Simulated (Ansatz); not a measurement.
```xyz
6

O    -0.514    0.988   -0.997
Zr    0.116   -0.201    0.310
Cl    1.907    0.780    1.438
Cl   -1.606   -0.667    1.813
I     0.929   -2.486   -0.896
H    -0.832    1.587   -1.668
```

Total charge 0; spin multiplicity 1. Zr, I: def2 effective core potential.

(1) List the r2SCAN/def2-TZVPP orbital energies in eV (Ansatz). (An estimate is asked.)

Results:

(1) Computed: Occupied: -2753.43, -2753.43, -516.91, -254.83, -254.83, -193.29, -193.29, -193.26, -193.26, -193.25, -193.25, -184.57, -130.55, -130.49, -130.48, -58.09, -50.35, -50.32, -50.31, -50.25, -50.25, -35.22, -34.86, -34.79, -26.34, -21.05, -20.92, -17.87, -13.93, -9.96, -9.87, -9.65, -9.41, -9.02, -8.70, -8.67, -8.40, -8.25, -7.23, -7.22. Lowest empty: -2.82, -2.74, -1.96, -1.79, -1.65, -0.44, 0.65, 1.09.
